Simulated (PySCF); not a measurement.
Coordinates in bohr (charge 1 multiplicity 1):
```
Pb    0.0000    0.0000    0.0000
Br    4.6683   -0.0001    0.0000
Br   -2.3341    4.0429    0.0000
Br   -2.3342   -4.0428    0.0000
```

All numbers come from PBE0 in PySCF with Pb def2-TZVP with ECP60, Br def2-TZVP; scalar-relativistic core potentials, no spin–orbit coupling; density-fitted integrals.

This geometry of [PbBr3]+ is a stationary point at this level.

(1) What is the point group?

(2) Is it a minimum?

(3) List the harmonic modes with their infrared intensities.

(4) Give the atomic charges and bond orders.

## Answers

(1) D3h.

(2) Yes: all harmonic wavenumbers are real, though the softest, 55 cm⁻¹, leaves little margin.

(3) 
| symmetry | ω (cm⁻¹) | IR (km/mol, summed over degenerate members) |
| --- | --- | --- |
| e' | 55 | 4.0 |
| a2'' | 62 | 1.1 |
| a1' | 214 | 0.0 |
| e' | 267 | 38.3 |

(4) 
```json
{"atom": "Pb1", "Mulliken": "1.06", "Löwdin": "0.15", "polar tensor": "1.57", "Mayer order to Pb1": "–"}
{"atom": "Br2,3,4", "Mulliken": "-0.02", "Löwdin": "0.28", "polar tensor": "-0.19", "Mayer order to Pb1": "1.11"}
```

Other isomers or separated fragments may lie lower. Spin–orbit coupling, left out here, can matter for elements this heavy.
